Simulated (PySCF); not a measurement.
## Curvature of the energy in the electron number along group 15, charge +2

Calculated with PySCF 2.14, in def2-SVP, non-relativistic, def2-SVP with the def2 core potential (28 electrons), ECP, def2-SVP with the def2 core potential (60 electrons), ECP: one orbital is emptied in steps, and each cell gives the departure of E from the straight line at half an electron, in eV (from a cubic fit). The exact functional gives zero.

```json
{"species": "N(2+)", "orbital": "2p alpha", "LDA": "-2.34", "PBE": "-2.30", "r2SCAN": "-2.09", "PBE0": "-1.69", "BHandHLYP": "-1.09", "LC-wPBE": "-0.98", "wB97X": "-1.00", "UHF": "0.15"}
{"species": "P(2+)", "orbital": "3p alpha", "LDA": "-1.35", "PBE": "-1.32", "r2SCAN": "-1.21", "PBE0": "-0.97", "BHandHLYP": "-0.64", "LC-wPBE": "-0.25", "wB97X": "-0.34", "UHF": "0.08"}
{"species": "As(2+)", "orbital": "4p alpha", "LDA": "-1.27", "PBE": "-1.22", "r2SCAN": "-1.15", "PBE0": "-0.90", "BHandHLYP": "-0.61", "LC-wPBE": "-0.20", "wB97X": "-0.31", "UHF": "0.07"}
{"species": "Sb(2+)", "orbital": "5p alpha", "LDA": "-1.09", "PBE": "-1.05", "r2SCAN": "-0.98", "PBE0": "-0.77", "BHandHLYP": "-0.53", "LC-wPBE": "-0.11", "wB97X": "-0.23", "UHF": "0.07"}
{"species": "Bi(2+)", "orbital": "6p alpha", "LDA": "-1.04", "PBE": "-1.01", "r2SCAN": "-0.92", "PBE0": "-0.74", "BHandHLYP": "-0.51", "LC-wPBE": "-0.08", "wB97X": "-0.19", "UHF": "0.06"}
```

**Question.** How does the mean departure depend on the functional?

**Answer.** LDA -1.42 eV; PBE -1.38 eV; r2SCAN -1.27 eV; PBE0 -1.01 eV; BHandHLYP -0.68 eV; LC-wPBE -0.32 eV; wB97X -0.41 eV; UHF 0.09 eV. Semilocal functionals are convex (delocalisation error), Hartree-Fock is concave or straight, and exact exchange removes curvature roughly in proportion to its share, so among the functionals the range-separated hybrids usually come closest to zero.

No spin-orbit coupling is included.
